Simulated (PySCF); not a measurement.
## SiBr₂⁺: from structure and modes to constants

Level of theory: PySCF, UPBE0, basis Si def2-TZVP, Br def2-TZVP (no relativity, density fitting).

The doublet minimum has C2v symmetry. Masses (u): Si 27.97693, Br 78.91834.

```xyz
3
charge 1 multiplicity 2, angstrom
Si    0.0000    0.0000   -0.8574
Br    1.8729    0.0000    0.1520
Br   -1.8729    0.0000    0.1520
```

Harmonic wavenumbers (cm⁻¹): 123.2 (a1, ×1), 400.4 (a1, ×1), 577.0 (b2, ×1).

Problem. What is the harmonic zero-point energy?

Solution. Half the sum of all 3 wavenumbers, 1101/2 = 550 cm⁻¹, which is 6.6 kJ/mol (1 cm⁻¹ = 0.0119627 kJ/mol).

Problem. Find the vibrational entropy and heat capacity at 298.15 K.

Solution. With u = 1.43878 ω/T, each mode gives S = R[u/(eᵘ−1) − ln(1−e⁻ᵘ)] and C = R u² eᵘ/(eᵘ−1)².
```
ω (cm⁻¹)      u  S (J/(mol K))  C (J/(mol K))
   123.2  0.594          12.76           8.07
   400.4  1.932           4.02           6.15
   577.0  2.784           2.05           4.52
```
The sums over all modes are S = 18.8 and C = 18.7 J/(mol K); the softest mode gives 68 % of the entropy.

Problem. Give the standard entropy (298.15 K, 1 bar) by its translational, rotational, vibrational and spin parts, and Cp.

Solution. Sackur–Tetrode with M = 185.81 u gives 174.0; rotation with symmetry number 2 gives 108.7; vibration 18.8; spin R ln 2 = 5.8. The total is 307.3 J/(mol K), and Cp = 4 R + 18.7 = 52.0 J/(mol K).

This need not be the most stable arrangement of these atoms.
